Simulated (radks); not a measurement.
F, configuration [He] 2s2 2p5.

Method: Dirac Kohn-Sham, PBE, spin-unpolarised, spherical densities, point nucleus; open shells are shared between the two j in proportion to 2j + 1; speed of light set to 1370.36 atomic units (10 times the physical value, a model run); computed with a radial shooting solver on a logarithmic mesh with Libxc functionals.

Energy parts (hartree):
| part | energy |
|---|---|
| total | -99.65164 |
| kinetic | 99.39770 |
| electron-nucleus | -238.47852 |
| Hartree | 49.63158 |
| exchange-correlation | -10.20239 |

Orbitals (lengths in bohr, moments of r in powers of bohr; r(max) is where P^2 peaks):
[
 {"orbital": "1s1/2", "occ.": "2", "eigenvalue (hartree)": "-24.35194", "<r^2>": "0.04207", "r(max)": "0.1146", "small-component weight": "9.88e-06"},
 {"orbital": "2s1/2", "occ.": "2", "eigenvalue (hartree)": "-1.09588", "<r^2>": "1.232", "r(max)": "0.7653", "small-component weight": "1.11e-06"},
 {"orbital": "2p1/2", "occ.": "1.66667", "eigenvalue (hartree)": "-0.40872", "<r^2>": "1.638", "r(max)": "0.7071", "small-component weight": "8.96e-07"},
 {"orbital": "2p3/2", "occ.": "3.33333", "eigenvalue (hartree)": "-0.40869", "<r^2>": "1.638", "r(max)": "0.7071", "small-component weight": "8.96e-07"}
]

The highest occupied level is 2p3/2 at -11.121 eV. The density falls to 0.001 e/bohr^3 at r = 3.13 bohr.
